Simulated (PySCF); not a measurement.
Method used: delta-SCF UKS SCAN, pcX-2 on the ionised atom, pcseg-1 elsewhere, spin-free X2C in PySCF 2.14.0. Geometries: PBE0-D3(BJ)/def2-SVP; isolated species, one conformer each. Values against the vacuum level.

Question: Order these sites by rising C 1s binding energy.
A. C2 in `[N:1]#[C:2]/[CH:3]=[CH:4]/[F:5]`
B. C3 in `[CH2:1]=[CH:2][C@H:3]([CH3:4])[O-:5]`
C. C1 in `[CH3:1][C:2]([CH3:3])([CH3:4])[C@H:5]1[CH2:6][O:7][BH:8][O:9]1`
D. C7 in `[O:1]=[C:2]([OH:3])[c:4]1[cH:5][cH:6][cH:7][cH:8][n:9]1`

Answer: B (286.09 eV), C (290.47 eV), D (290.94 eV), A (292.71 eV).

The highest is bonded to N (triple bond) and C, the lowest to O, 2 C and H in a species of charge -1; the range is 6.62 eV.

Question: Rank by computed O 1s binding energy, lowest first.
A. Oxygen in `C([C@H](C)[O-])=C`
B. O7 in `[CH3:1][C:2]([CH3:3])([CH3:4])[C@H:5]1[CH2:6][O:7][BH:8][O:9]1`
C. O1 in `[O:1]=[C:2]([OH:3])[c:4]1[cH:5][cH:6][cH:7][cH:8][n:9]1`

Answer: A (528.77 eV), C (537.57 eV), B (538.59 eV).

The highest is bonded to C and B, the lowest to C in a species of charge -1; the range is 9.82 eV.

Question: Order these sites by rising N 1s binding energy.
A. Nitrogen in `N#C/C=C/F`
B. Nitrogen in `C[NH][Al]([CH3])[CH2][SiH3]`
C. Nitrogen in `O=C(O)c1ccccn1`
D. Nitrogen in `N#C[SiH]1O[SiH2]O[SiH2]O1`

Answer: B (403.76 eV), C (404.91 eV), A (405.27 eV), D (405.58 eV).

From the lowest up, the atoms are bonded to: C, H and Al (403.76); 2 C (aromatic in the SMILES) (404.91); C (triple bond) (405.27); C (triple bond) (405.58).

The basis sets have no added diffuse functions, a weakness for anions.
